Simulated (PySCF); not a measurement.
## HgBi: energy against distance

Set-up: Hg cc-pVDZ-PP with ECP60, Bi cc-pVDZ-PP with ECP60; scalar-relativistic core potentials (PySCF 2.14). Energies in eV from Hg + Bi in their ground configurations at the same level. State: ⁴Σ⁻ (quartet), unpaired electrons σ ↑, π ↑↑.

All columns are MN15. A positive dipole means Hg(−)Bi(+).

| R (Å) | E (eV) | μ (D) | Mulliken charge on Hg (basis-dependent) | HOMO (eV) | LUMO (eV) | Mayer bond order | ⟨S²⟩ |
| --- | --- | --- | --- | --- | --- | --- | --- |
| 2.927 | -0.099 | 0.80 | -0.08 | -5.85 | -2.31 | 0.51 | 3.76 |
| 3.064 | -0.163 | 0.69 | -0.07 | -5.98 | -2.23 | 0.41 | 3.76 |
| 3.200 | -0.190 | 0.59 | -0.07 | -6.10 | -2.18 | 0.33 | 3.76 |
| 3.302 | -0.195 | 0.53 | -0.06 | -6.18 | -2.20 | 0.28 | 3.76 |
| 3.404 | -0.191 | 0.47 | -0.05 | -6.25 | -2.21 | 0.24 | 3.76 |
| 3.506 | -0.183 | 0.41 | -0.05 | -6.32 | -2.21 | 0.20 | 3.76 |
| 3.642 | -0.167 | 0.34 | -0.04 | -6.40 | -2.22 | 0.16 | 3.76 |
| 3.812 | -0.143 | 0.26 | -0.03 | -6.47 | -2.22 | 0.13 | 3.75 |
| 4.017 | -0.115 | 0.19 | -0.03 | -6.54 | -2.20 | 0.09 | 3.75 |
| 4.289 | -0.081 | 0.13 | -0.02 | -6.59 | -2.16 | 0.06 | 3.75 |

A fit through these points gives, at Re = 3.307 Å, μ = 0.53 D and dμ/dR = -0.629 D/Å; the reduced mass is 102.7 u.

Q: How strong is the fundamental in the double-harmonic approximation, I = 42.26·(dμ/dR)²/μred km/mol?

A: I = 42.26·(-0.629)²/102.7 = 0.163 km/mol at MN15.

The bond is weak. Basis-set superposition, not corrected here, can be much of De in a small basis, most of all at correlated wavefunction levels. Functionals without a dispersion term scatter widely for such bonds, and LDA overbinds them. These are scalar-relativistic numbers at best; spin–orbit coupling would shift them, the dissociation energy most. The state was picked by a PBE0 search and need not be the measured ground state.
